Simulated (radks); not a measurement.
All-electron atom: Rb3+ in [Ar] 3d10 4p4 5s2 (not the ground configuration). Method: scalar-relativistic Kohn-Sham, SCAN, spin-unpolarised, spherical densities, finite nucleus; meta-GGA in the generalised Kohn-Sham scheme; Fermi nuclear charge, rms radius 4.2036 fm; computed with a radial shooting solver on a logarithmic mesh with Libxc functionals.

Unscreened Slater integrals over Kohn-Sham orbitals (cm^-1).

| integral | value |
|---|---|
| F0(5s,5s) | 65091 |
| F0(5s,4p) | 79297 |
| G1(5s,4p) | 7385.6 |
| F0(5s,3d) | 87729 |
| G2(5s,3d) | 2939.3 |
| F0(5s,3p) | 87759 |
| G1(5s,3p) | 2692.5 |
| F0(4p,4p) | 132790 |
| F2(4p,4p) | 70705 |
| F0(4p,3d) | 170710 |
| F2(4p,3d) | 39882 |
| G1(4p,3d) | 13426 |
| G3(4p,3d) | 12724 |
| F0(4p,3p) | 170830 |
| F2(4p,3p) | 39446 |
| G0(4p,3p) | 10142 |
| G2(4p,3p) | 11969 |
| F0(3d,3d) | 385260 |
| F2(3d,3d) | 186770 |
| F4(3d,3d) | 118000 |
| F0(3d,3p) | 382070 |
| F2(3d,3p) | 184430 |
| G1(3d,3p) | 220450 |
| G3(3d,3p) | 138000 |
| F0(3p,3p) | 383160 |
| F2(3p,3p) | 192740 |

Derived for the open shells (J is the average intra-shell exchange parameter used in DFT+U). 4p: J = F2/5 = 14140 cm^-1.
